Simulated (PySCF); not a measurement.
C3H3N2, SMILES C1C=C[N]N=1, multiplicity 2.

The structure is a stationary point at ωB97X-D3(BJ)/def2-SVP. The isomer is the one that the SMILES or the coordinates give; other isomers of the formula were not compared.

Calculation: ωB97X-D3(BJ)/def2-SVP (PySCF).

Frequencies are harmonic and unscaled.

Computed vibrational spectrum:
```csv
mode,ν (cm⁻¹),IR (km/mol),moving atoms (share of kinetic energy)
1,373,0.0,"N 74 %, C 26 %"
2,532,20.7,"C 70 %, H 21 %, N 9 %"
3,632,197.3,"N 76 %, C 23 %"
4,790,80.5,"H 85 %, C 14 %"
5,832,0.0,"H 81 %, C 14 %"
6,910,0.3,"H 78 %, C 22 %"
7,928,5.3,"C 75 %, N 18 %"
8,1037,14.8,"H 86 %, C 13 %"
9,1083,28.7,"H 77 %, C 20 %"
10,1196,0.3,"H 53 %, N 29 %, C 18 %"
11,1263,20.4,"C 59 %, N 34 %"
12,1332,2.6,"C 54 %, H 31 %, N 16 %"
13,1455,0.1,"C 73 %, H 21 %"
14,1472,17.6,"C 80 %, H 17 %"
15,1717,16.8,N 97 %
16,3277,0.2,"H 91 %, C 9 %"
17,3307,0.7,"H 91 %, C 9 %"
18,3313,0.0,"H 90 %, C 10 %"
```
